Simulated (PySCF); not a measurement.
Species: BH9O2Si3.
Atom-mapped SMILES: `[OH:1][B:2]([OH:3])[SiH:4]([SiH3:5])[SiH3:6]`

A calculation gives these core lines: B 1s: 197.05 eV; O 1s: 539.34 eV; Si 1s: 1845.22 (area 1), 1845.85 (area 2) eV; Si 2p3/2: 105.59 (area 1), 106.13 (area 2) eV.

Computed with PySCF, delta-SCF UKS SCAN, pcX-2 on the ionised atom, pcseg-1 elsewhere, spin-free X2C. Isolated species at its PBE0-D3(BJ)/def2-SVP geometry (one conformer only).

Question: Order the silicon atoms by Si 1s binding energy.

Answer: 1845.22 eV: Si4 (SiH silicon); 1845.85 eV: Si5/Si6 (SiH3 silicon). Lowest listed Si 1s: Si4, bonded to H, B and 2 Si. Highest, 0.63 eV above it: Si5/Si6, bonded to 3 H and Si. Summing the Pauling electronegativity differences to the bonded atoms, each weighted by its formal bond order, gives +0.44 for the lowest site and +0.90 for the highest.

Question: Which silicon gives which Si 2p3/2 line?

Answer: 105.59 eV: Si4 (SiH silicon); 106.13 eV: Si5/Si6 (SiH3 silicon). Lowest listed Si 2p3/2: Si4, bonded to H, B and 2 Si. Highest, 0.54 eV above it: Si5/Si6, bonded to 3 H and Si. Summing the Pauling electronegativity differences to the bonded atoms, each weighted by its formal bond order, gives +0.44 for the lowest site and +0.90 for the highest.

Bonded neighbours of each site: O1/O3: H and B; B2: 2 O and Si; Si4: H, B and 2 Si; Si5/Si6: 3 H and Si.

Question: Which photon energy gives electrons from B 1s of B2 a kinetic energy of 200 eV, and what is their de Broglie wavelength?

Answer: hν = 197.05 + 200 = 397.05 eV, recoil neglected; λ = 12.264 Å/√(E/eV) = 0.87 Å.

One atom of each set of topologically equivalent atoms was ionised and stands for the set; in this conformer not all members are related by symmetry, and their own values weren't computed. The 2p values aren't plain energy differences: one relaxed spin-free 2p hole is combined with a matrix within the shell (ground-state 2p orbital-energy differences and spin–orbit coupling). 2p3/2, the mean of its two sublevels, lies a third of the splitting below the shell's mean and 2p1/2 two thirds above it; the statistical areas are 2:1. 2p1/2 minus 2p3/2 (ligand field included): Si 0.62 eV.

The run took 68 s of wall time on one thread, Arm Neoverse N1 (aarch64), no GPU, shared host, and the process peaked at 0.76 GiB of memory.

The values belong to the conformer `[OH:1][B:2]([OH:3])[SiH:4]([SiH3:5])[SiH3:6]`: O1–B2–Si4–Si5 -56°, H–O1–B2–O3 0°, H–O3–B2–O1 0°.
